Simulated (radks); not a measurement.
Radial electron density D(r) = 4 pi r^2 rho(r) of an atom or ion with 5 electrons. Calculated with a radial shooting solver on a logarithmic mesh with Libxc functionals: non-relativistic Kohn-Sham, PBE, spin-polarised, spherical densities, point nucleus.

```
   r/bohr * D(r) (the largest magnitude, 60.9, reaches the edge; | marks zero)
 0.001063 |*
 0.001287 | *
  0.00156 | *
  0.00189 |  *
  0.00229 |    *
 0.002775 |     *
 0.003362 |        *
 0.004074 |           *
 0.004897 |               *
 0.005934 |                    *
  0.00719 |                          *
 0.008711 |                                 *
  0.01056 |                                        *
  0.01279 |                                               *
   0.0155 |                                                    *
  0.01878 |                                                      *
  0.02275 |                                                    *
  0.02757 |                                              *
   0.0334 |                                     *
  0.04047 |                            *
  0.04904 |                     *
  0.05942 |                   *
    0.072 |                     *
  0.08724 |                        *
   0.1049 |                        *
   0.1271 |                   *
    0.154 |            *
   0.1865 |     *
    0.226 | *
   0.2739 *
   0.3318 *
   0.4021 *
```

What is the nuclear charge?

Answer. Z = 52. The innermost maximum, from 1s, lies near 1/Z = 0.0192 bohr (found: 0.0189), and its height grows with Z. The density is that of the tellurium ion Te47+ in [He] 2s2 2p1; the configuration itself is not fixed sharply by these data, and Z only to a few units. D(r) has 2 maxima, at r = 0.0189, 0.0953 bohr, and minima at 0.0585 bohr, inside which lie 2.19 electrons.
